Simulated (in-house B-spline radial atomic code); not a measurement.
## Binding energies in Pb⁷⁷⁺

NIST's tabulated ground configuration is [He] 2s2 2p1; each binding energy is the energy of the ion with one electron taken from that subshell, relaxed, less that of the parent. Computed with a radial B-spline atomic code at the basis-set limit: Dirac-Hartree-Fock, average of configuration, Fermi nucleus of rms radius 5.5012 fm. Energies include first-order Breit, QED and recoil terms.

```
subshell  X-ray name  binding energy (eV)  -ε (eV)  relaxation (eV)
      1s           K                97836  98275.8              9.6
      2s          L1              24183.9  24243.2              0.8
      2p        L2,3              22367.4  22399.7              0.8
```

Relaxation = -ε minus the binding energy without Breit, QED and recoil terms.

What does it cost to remove two 2s electrons?

48754 eV, which is 386.6 eV more than the two single binding energies together.

What does it cost to remove two 1s electrons?

197500 eV, which is 1829 eV more than the two single binding energies together.

What does it cost to remove both a 1s and a 2p electron?

120780 eV, which is 581 eV more than the two single binding energies together.
